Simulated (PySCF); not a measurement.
**How methods differ on the excitation energy of Ti**

Ti [Ar] 3d2 4s2 (3F) → Ti [Ar] 3d4 (5D), as a difference of total energies. Calculation: PySCF 2.14, in def2-QZVPPD; the non-relativistic Hamiltonian (point nucleus). Correlated levels: valence and next inner shell: [Ne] frozen. The calculations carry no spin-orbit coupling.

| method | excitation energy (eV) |
| --- | --- |
| UHF | 4.364 |
| MP2 (valence and next inner shell) | 3.030 |
| SCS-MP2 (valence and next inner shell) | 4.167 |
| CCSD (valence and next inner shell) | 3.622 |
| CCSD(T) (valence and next inner shell) | 3.540 |

Task: How much does correlation contribute at CCSD(T) (valence and next inner shell)?

Result: 3.540 − (4.364) = -0.824 eV, measured against UHF.
